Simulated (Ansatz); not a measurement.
Consider the isomerisation: `CC[Si]1(F)C=N1` → `C=N/C(F)=C/[SiH3]`.

Isolated molecules relaxed with PBE0-D4/def2-TZVP in Ansatz; ΔE leaves out vibrations. CCSD(T)/CBS adds triple-zeta CCSD(T) − MP2 to the extrapolated MP2 energy (def2 sets, frozen cores). DFT in def2-TZVPP. Each species was taken in one conformer, which may not be the lowest.

```json
{"level": "r2SCAN-D4", "ΔE (kJ/mol)": "203.9"}
{"level": "ωB97M-V", "ΔE (kJ/mol)": "217.1"}
{"level": "HF/def2-TZVPP", "ΔE (kJ/mol)": "192.7"}
{"level": "CCSD(T)/def2-TZVPP", "ΔE (kJ/mol)": "209.6"}
```

Problem. What does CCSD(T)/CBS give? (Estimate.)

Solution. Computed: +218.6 kJ/mol. The listed levels differ from it by -14.7, -1.5, -25.9, -9.0 kJ/mol.

Largest T1 diagnostic among the species: 0.014.

In def2-TZVPP, CCSD(T) changes the Hartree–Fock value by +16.9 kJ/mol (the triples alone add −3.0 kJ/mol) and MP2 by +38.1 kJ/mol. From PBE to PBE0 (25 % exact exchange), in def2-TZVPP and without D4, ΔE moves by +14.5 kJ/mol.
